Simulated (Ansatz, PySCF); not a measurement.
TaF₆, SMILES [F][Ta-]([F])([F])([F])([F])[F], charge -1, multiplicity 1.

Geometry: B3LYP-D3(BJ)/def2-SVPD. The multiplicity is an assumed one; no other spin state was optimised. The isomer is the one that the SMILES or the coordinates give; other isomers of the formula were not compared. The def2 effective core potentials stand for the cores of Ta; spin–orbit coupling is left out.

Estimates of the vertical detachment energy (IE) of the anion in eV. Rows of orbital energies are one-electron estimates, which approximate functionals can put far too low.

```json
[
 {"level": "−ε(HOMO), −ε(LUMO), B3LYP/def2-SVPD (PySCF)", "IE": "6.29"},
 {"level": "−ε(HOMO), −ε(LUMO), PBE/def2-SVPD (PySCF)", "IE": "(withheld)"},
 {"level": "ΔSCF, CAM-B3LYP/def2-SVPD (Ansatz), final states of multiplicity 2", "IE": "9.25"},
 {"level": "ΔSCF, PBE/def2-SVPD (Ansatz), final states of multiplicity 2", "IE": "7.56"}
]
```

Q: Fill in the missing entries. (Estimate from the structure and the level; the computed values follow.)

A: 
- −ε(HOMO), −ε(LUMO), PBE/def2-SVPD (PySCF), IE: 4.52

Q: What vertical singlet–triplet gap does ΔSCF give with CAM-B3LYP/def2-SVPD (Ansatz, a program for electronic structure) and with PBE/def2-SVPD (Ansatz)? (Estimate from the structure and the level; the computed values follow.)

A: 7.49 and 6.63 eV (triplet above singlet where positive).
